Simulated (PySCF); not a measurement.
Choosing a molecule for a target property.

All species are isolated and taken at one optimised geometry, non-relativistic unless stated. Electronic properties by PySCF.

The conformers computed, where there is a choice (atom-mapped SMILES and torsion angles):
- `[CH3:1][C:2]1=[CH:3][C:4]/1=[CH:5]/[B:6]([OH:7])[OH:8]`: C4–C5–B6–O7 -179°, H–O7–B6–C5 0°, H–O8–B6–C5 180°
- `[H]/[N:4]=[C:3](\[CH:2]=[CH2:1])[CH2:5][C:6]([F:7])([F:8])[F:9]`: C1–C2–C3–N4 26°, C2–C3–C5–C6 63°, C3–C5–C6–F7 55°

The conformers of `C[CH](C)[GeH]1[O]CC[O]1` aren't listed.

Task: Wanted: vertical ionisation energy below 9.4 eV (ΔSCF B3LYP/def2-SVPD) and HOMO–LUMO gap above 6 eV (B3LYP/def2-SVPD), at PBE0-D3(BJ)/def2-SVP geometries. Which candidate meets both?
A. `CC#CB1OCCO1`
B. `C[CH](C)[GeH]1[O]CC[O]1`
C. `[H]/N=C(\C=C)CC(F)(F)F`
D. `CC1=CC/1=C/B(O)O`

Result: B. Computed values:
| species | vertical ionisation energy | HOMO–LUMO gap |
| --- | --- | --- |
| CC1=CC/1=C/B(O)O | 7.90 eV | 5.19 eV |
| C[CH](C)[GeH]1[O]CC[O]1 | 9.27 eV | 7.35 eV |
| CC#CB1OCCO1 | 9.61 eV | 6.91 eV |
| [H]/N=C(\C=C)CC(F)(F)F | 10.00 eV | 5.74 eV |
